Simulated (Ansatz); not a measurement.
Relaxation of Hf₃⁻ with UKS PBE-D4/def2-TZVPD.

```sh
$ ansatz run in.yaml --threads 4 --pin off --events-out ev --progress --plain --max-ram 3916MiB
```

```yaml
crystal:
  periodic: [false, false, false]
  atoms:
    - {symbol: Hf, position_ang: [-1.189868, 0.976166, -0.034435]}
    - {symbol: Hf, position_ang: [0.512069, -0.799654, -1.336279]}
    - {symbol: Hf, position_ang: [0.677798, -0.176522, 1.370714]}
basis:
  gaussian: {orbitals: def2-TZVPD}
total_charge: -1
magnetization: {spin_polarized: true, initial_magnetization: 3}
hamiltonian: {xc: pbe, dispersion: d4}
scf: {lower_state_search: "off"}
output: {orbitals: {seedname: orbitals}}
relax: {f_tol: 0.02, max_steps: 100}
```

It took 12 s on 4 threads of Arm Neoverse V2 on a shared host.

Positions (Å) and forces (eV/Å) at steps 1, 2, 3, 4 of 4:

```xyz
3
step=1 energy=-3916.0869 eV
Hf   -1.190    0.976   -0.034   -0.226    0.057   -0.465
Hf    0.512   -0.800   -1.336   -0.175    0.274    0.456
Hf    0.678   -0.177    1.371    0.401   -0.330    0.009
3
step=2 energy=-3916.1404 eV
Hf   -1.218    0.981   -0.098    0.083   -0.052    0.058
Hf    0.486   -0.760   -1.270   -0.002    0.004    0.008
Hf    0.731   -0.222    1.368   -0.080    0.048   -0.066
3
step=3 energy=-3916.1409 eV
Hf   -1.210    0.976   -0.092   -0.065    0.053   -0.005
Hf    0.486   -0.760   -1.269    0.026   -0.041   -0.068
Hf    0.723   -0.217    1.362    0.039   -0.012    0.073
3
step=4 energy=-3916.1413 eV
Hf   -1.213    0.979   -0.093    0.006   -0.005    0.001
Hf    0.488   -0.761   -1.272   -0.002    0.003    0.005
Hf    0.725   -0.217    1.365   -0.004    0.002   -0.006
```

In the def2 sets Hf takes a core potential; there is no spin–orbit coupling. The highest occupied level of the charge -1 quartet lies above zero (up to 0.88 eV). It is a level of α spin, whose loss leaves a triplet; that state wasn't run at this geometry and level. The electron is either unbound and held by the finite basis, or the level is raised by self-interaction error. The relaxation made no stability test and no search for a lower SCF solution. The structure comes from a short search, and lower isomers may exist.
